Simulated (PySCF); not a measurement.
An unknown is described by computed data only.

Formula: C7H15NO.

| Item | Value |
| --- | --- |
| NMR, other nuclei | isotropic shieldings of nuclei other than C and H, by class: 121 (1 N), -77 (1 O) ppm [GIAO PBE0/pcSseg-1] |
| 13C NMR | chemical shifts (computed TMS as zero) by class: 173.4 (1 C), 43.0 (1 C), 41.9 (1 C), 29.2 (1 C), 15.3 (1 C), 14.0 (1 C), 11.2 (1 C) ppm [GIAO PBE0/pcSseg-1] |
| Rotational structure | rotational constants A, B, C: 1.973, 1.213, 0.845 GHz [GFN2-xTB] |
| Dipole | 3.74 D [PBE0/pcSseg-1] |
| 1H NMR | chemical shifts (computed TMS as zero) by class: 3.48 (2 H), 3.20 (2 H), 2.15 (2 H), 1.20 (3 H), 1.08 (3 H), 1.03 (3 H) ppm [GIAO PBE0/pcSseg-1] |

Gas-phase values; electronic properties from PySCF, density fitting. Levels stand in brackets. Isolated species at its GFN2-xTB geometry (one conformer only). NMR classes are plain means over equivalent atoms (diastereotopic ones count apart unless rotation or inversion swaps them), as if these changed places fast.

Problem. What is the compound? Reason from the data.

Solution. Numbering: `[CH3:1][CH2:2][C:3](=[O:4])[N:5]([CH2:6][CH3:7])[CH2:8][CH3:9]`. Its formula, C7H15NO, gives 1 degree of unsaturation: 0 rings and 1 π bond in the structure found. 7 carbons fall into 7 classes; from least to most shielded: amide carbonyl carbon [C3] (173.4 ppm), sp3 carbon bound to nitrogen [C8] (43.0 ppm), sp3 carbon bound to nitrogen [C6] (41.9 ppm), sp3 carbon next to a carbonyl [C2] (29.2 ppm), methyl carbon [C9] (15.3 ppm), methyl carbon [C7] (14.0 ppm), methyl carbon [C1] (11.2 ppm). Hydrogen classes from least to most shielded: 2 H on an sp3 carbon bound to nitrogen, C6 (3.48 ppm, a mean of values up to 2.2 ppm apart in this geometry), 2 H on an sp3 carbon bound to nitrogen, C8 (3.20 ppm), 2 H on an sp3 carbon next to a carbonyl, C2 (2.15 ppm), 3 H on a methyl carbon, C1 (1.20 ppm, a mean of values up to 0.6 ppm apart in this geometry), 3 H on a methyl carbon, C9 (1.08 ppm, a mean of values up to 0.6 ppm apart in this geometry), 3 H on a methyl carbon, C7 (1.03 ppm, a mean of values up to 0.6 ppm apart in this geometry). The other shieldings belong to: 121 ppm, amide nitrogen [N5]; -77 ppm, amide oxygen [O4]. The optimised geometry has point group C1 and is an asymmetric top. Structure: `CCC(=O)N(CC)CC` (N,N-diethylpropionamide). Computed isomers that give other values at the same levels: `CCC(=O)N(C)C(C)C` (13C chemical shifts (computed TMS as zero) by class: 174.5 (1 C), 44.2 (1 C), 30.3 (1 C), 29.1 (1 C), 21.6 (2 C), 11.2 (1 C) ppm); `C=C[C@@H](OC)[C@@H](C)CN` (13C chemical shifts (computed TMS as zero) by class: 150.0 (1 C), 126.1 (1 C), 93.6 (1 C), 58.4 (1 C), 49.6 (1 C), 44.8 (1 C), 16.9 (1 C) ppm); `CN(C)C(=O)C(C)(C)C` (13C chemical shifts (computed TMS as zero) by class: 178.4 (1 C), 39.9 (1 C), 39.5 (1 C), 38.0 (1 C), 29.6 (3 C) ppm). The assignments are read from this structure; whether some other isomer fits the data as well wasn't checked.

The values belong to the conformer `[CH3:1][CH2:2][C:3](=[O:4])[N:5]([CH2:6][CH3:7])[CH2:8][CH3:9]`: C1–C2–C3–O4 -5°, C2–C3–N5–C6 180°, C3–N5–C6–C7 -92°, C3–N5–C8–C9 -93°.
